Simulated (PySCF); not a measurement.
Gas-phase reaction: GaBr + 2 HBr → GaBr3 + 2 H. Level: ωB97M-V/def2-TZVP†; standard pressure 1 bar.

Method: PySCF energies plus ideal-gas RRHO corrections (1 bar). † marks an energy on the PBE0/def2-TZVP geometry and frequencies. Open shells (unrestricted): H (multiplicity 2); the rest are closed-shell singlets. Br, Ga: all electrons, no relativistic terms. The harmonic model lacks anharmonicity and excited electronic states, which grow with temperature; levels with a mode under 35 cm⁻¹ are left out. Soft modes under 120 cm⁻¹ make the harmonic entropy rough for GaBr3.

| T (K) | 1000/T (1/K) | log10 K |
|---|---|---|
| 1200 | 0.8333 | -11.73 |
| 1400 | 0.7143 | -10.21 |
| 1600 | 0.6250 | -9.06 |
| 1800 | 0.5556 | -8.15 |
| 2000 | 0.5000 | ? |
| 2500 | 0.4000 | -6.05 |

Q: Fit log10 K = a + b·(1000/T) to the five rows, get the mean ΔH° and ΔS°, and predict log10 K at 2000 K.

A: Means: 1000/T = 0.6256, log10 K = -9.040. Sums of products about the means: Sxy = -1.39932, Sxx = 0.106803, so b = Sxy/Sxx = -13.10 and a = -9.040 − (-13.10)×0.6256 = -0.84.
ΔH° = −R ln 10 × 1000 K × b = −19.145 × (-13.10) = 251 kJ; ΔS° = R ln 10 × a = -16 J/K. The run's own values go from 241 kJ and -23 J/K at 1200 K to 264 kJ and -10 J/K at 2500 K.
Prediction at 2000 K: -0.84 + (-13.10)×0.5000 = -7.39. The computed value is -7.41, 0.02 from the line.
For scale, ΔH°(298 K) is 219 kJ at this level, 200 kJ at ωB97X-V/def2-TZVP†, and runs from 107 to 310 kJ over the 20 levels computed.
